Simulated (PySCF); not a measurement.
**AlH2ClO2**

The system: AlH2ClO2, a small molecule; neutral, singlet. The structure, one conformer, was relaxed in the gas phase by PBE0-D3(BJ)/def2-SVP. No frequency run checks that it is a minimum.

SMILES: [OH][Al]([OH])[Cl]

```xyz
6

O     0.316   -1.650    0.068
Al    0.163   -0.007   -0.282
O    -0.663    1.033    0.767
Cl    1.026    0.694   -2.051
H    -0.040   -2.076    0.849
H    -0.781    1.974    0.626
```
(Å; atoms numbered from 1)

Shieldings: GIAO PBE0/pcSseg-2. Shifts are against computed references at the same level: H TMS (σ 31.24 ppm). Core levels by delta-SCF with SCAN, pcX-2 on the ionised atom and pcseg-1 elsewhere, spin-free X2C (2p3/2 is the spin-free 2p value less a third of a first-order spin-orbit splitting); from the vacuum level, for chosen atoms.

(1) Give the shieldings and core levels atom by atom.

(2) By CAM-B3LYP/def2-SVPD (TDDFT singlets, Tamm-Dancoff triplets, ionisation by delta-SCF), where does absorption start, and what does vertical ionisation take?

Results:

(1) 
```json
{"atoms": "O1", "bonded to": "1 Al + 1 H", "σ (ppm)": "311.7", "δ (ppm)": "-", "core level (eV)": "1s 538.59"}
{"atoms": "Al2", "bonded to": "1 Cl + 2 O", "σ (ppm)": "450.8", "δ (ppm)": "-", "core level (eV)": "2p3/2 81.76"}
{"atoms": "O3", "bonded to": "1 Al + 1 H", "σ (ppm)": "294.0", "δ (ppm)": "-", "core level (eV)": "1s 538.61"}
{"atoms": "Cl4", "bonded to": "1 Al", "σ (ppm)": "1017.1", "δ (ppm)": "-", "core level (eV)": "2p3/2 206.07"}
{"atoms": "H5", "bonded to": "1 O", "σ (ppm)": "29.91", "δ (ppm)": "1.33", "core level (eV)": "-"}
{"atoms": "H6", "bonded to": "1 O", "σ (ppm)": "29.63", "δ (ppm)": "1.62", "core level (eV)": "-"}
```

Values are those of this one static structure; atoms that internal rotation interchanges would show their mean in an NMR spectrum.

(2) The first singlet with intensity lies at 7.16 eV (f 0.034); what lies below it is dark. The lowest singlet lies at 7.15 eV (f 0.000), the strongest of the first 6 at 8.08 eV (f 0.206), the lowest triplet at 6.81 eV; vertical ionisation takes 11.99 eV.

The 3 runs behind this took 50 s in all, one thread each of Intel Xeon 6975P-C on a shared host, launched as `OMP_NUM_THREADS=1 python cluster_run.py task.json out`.
